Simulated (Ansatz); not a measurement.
Species: sum formula BN₂H₃Br, net charge 0, doublet state. It need not be the lowest isomer of its formula. 
Coordinates optimised at B3LYP-D3(BJ)/def2-TZVP (Ansatz, a first-principles code):
SMILES: BrB(N)[NH]
```xyz
7

N      1.2904    -1.5254    -0.5496
B      0.0257    -1.0011    -0.1629
N     -1.1691    -1.7103    -0.1012
Br     0.0070     0.9465     0.1537
H      2.0379    -1.4923     0.1409
H     -1.2155    -2.6984    -0.2870
H     -2.0460    -1.2807     0.1365
```
Charge 0, spin multiplicity 2.

Total electronic energies in hartree. Cores are frozen in the correlated levels unless marked. Open shells are spin-unrestricted. Spin-orbit coupling is left out. Frozen are the shells of the preceding noble gas and the d and f shells that filled before the atom's block. Non-relativistic. Basis-set limits of correlation are two-point, X^-3; Hartree-Fock from the larger set.

```json
[
 {"level": "HF/6-31G", "program": "Ansatz", "energy (Eh)": "-2707.39921"},
 {"level": "PBE-D4/def2-TZVPD", "program": "Ansatz + dftd4", "energy (Eh)": "-2709.86502"},
 {"level": "B97M-V/def2-TZVPD", "program": "Ansatz", "energy (Eh)": "-2709.94965"},
 {"level": "B3LYP-D3(BJ)/def2-TZVPD", "program": "Ansatz + dftd3", "energy (Eh)": "-2710.46364"},
 {"level": "PBE0/def2-SVP", "program": "Ansatz", "energy (Eh)": "-2709.49245"},
 {"level": "BHLYP-D3(BJ)/def2-TZVPD", "program": "Ansatz + dftd3", "energy (Eh)": "-2710.34720"},
 {"level": "r2SCAN0/def2-TZVPD", "program": "Ansatz", "energy (Eh)": "-2710.31459"},
 {"level": "wB97X-V/def2-TZVPD", "program": "Ansatz", "energy (Eh)": "-2710.13881"},
 {"level": "B2GP-PLYP-D4/def2-TZVPD", "program": "Ansatz + dftd4", "energy (Eh)": "-2709.71670"},
 {"level": "MP2/aug-cc-pVDZ", "program": "Ansatz", "energy (Eh)": "-2708.34010"},
 {"level": "MP2/aug-cc-pVTZ", "program": "Ansatz", "energy (Eh)": "-2708.57260"},
 {"level": "CCSD/cc-pVQZ", "program": "Ansatz", "energy (Eh)": "-2708.65325"},
 {"level": "CCSD(T)/6-31G*", "program": "Ansatz", "energy (Eh)": "-2708.03808"},
 {"level": "CCSD(T)/cc-pVTZ", "program": "Ansatz", "energy (Eh)": "-2708.62124"},
 {"level": "CCSD(T)/CBS(aug-cc-pVTZ,aug-cc-pVQZ)", "program": "Ansatz", "energy (Eh)": "-2708.7208"}
]
```

Totals of different functionals don't rank their quality; only differences between species are comparable.
